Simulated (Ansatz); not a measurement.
`CC[SiH2]P` + `C[SeH]` → `C[Se]P` + `CC[SiH3]` at 298.15 K and 1 bar (cleavage of the P–Si bond).

Gas-phase electronic energies from Ansatz, PBE0-D4/def2-TZVP geometries. CBS: MP2 limit from def2 TZ/QZ plus the TZ coupled-cluster correction, frozen cores. For Se outer-core shells are correlated without core-valence functions, which leaves a few kJ/mol of doubt a bond. Scalar relativity is left out up to krypton. Each species was taken in one conformer, which may not be the lowest.

```json
{"species": "`CC[SiH2]P`", "CCSD(T)/CBS energy (Eh)": "-711.54406", "H − E (kJ/mol)": "285.0", "S (J/(mol·K))": "350.7"}
{"species": "`C[SeH]`", "CCSD(T)/CBS energy (Eh)": "-2441.15625", "H − E (kJ/mol)": "129.5", "S (J/(mol·K))": "267.5"}
{"species": "`C[Se]P`", "CCSD(T)/CBS energy (Eh)": "-2782.70431", "H − E (kJ/mol)": "163.1", "S (J/(mol·K))": "324.1"}
{"species": "`CC[SiH3]`", "CCSD(T)/CBS energy (Eh)": "-369.99568", "H − E (kJ/mol)": "252.6", "S (J/(mol·K))": "298.1"}
```

H − E and S are ideal-gas, rigid-rotor, harmonic terms from PBE0-D4/def2-TZVP, for one conformer and one mirror image of each species. 1 Eh = 2625.50 kJ/mol, R = 8.31446 J/(mol·K).

**Question.** By hand: ΔE, ΔH, ΔS and ΔG.

**Answer.** ΔE = (-2782.70431) + (-369.99568) − (-711.54406) − (-2441.15625) = 0.00032 Eh = 0.8 kJ/mol. Δ(H − E) = 163.1 + 252.6 − 285.0 − 129.5 = 1.2, so ΔH = 2.0 kJ/mol. ΔS = 324.1 + 298.1 − 350.7 − 267.5 = 4.0 J/(mol·K). ΔG = 2.0 − 298.15 × (4.0)/1000 = 0.8 kJ/mol.

**Question.** By hand: the equilibrium constant, and the temperature at which ΔG would vanish if ΔH and ΔS stayed fixed.

**Answer.** log₁₀ K = −ΔG/(RT ln 10) = -0.1. ΔG = 0 at ΔH/ΔS = 500 K, though so small a ΔH makes that figure unsure.

TΔS isn't small against ΔH here. The sign of ΔG lies within the doubt. A doubt of 5 kJ/mol in ΔE shifts log₁₀ K by 0.9 here. Other conformers and mirror images would add mixing entropy, several J/(mol·K) or more a flexible species. These are equilibria of isolated gas molecules and say nothing of rates. Largest T1 diagnostic: 0.011 (customary marks: 0.02 for closed shells, 0.045 for open ones).
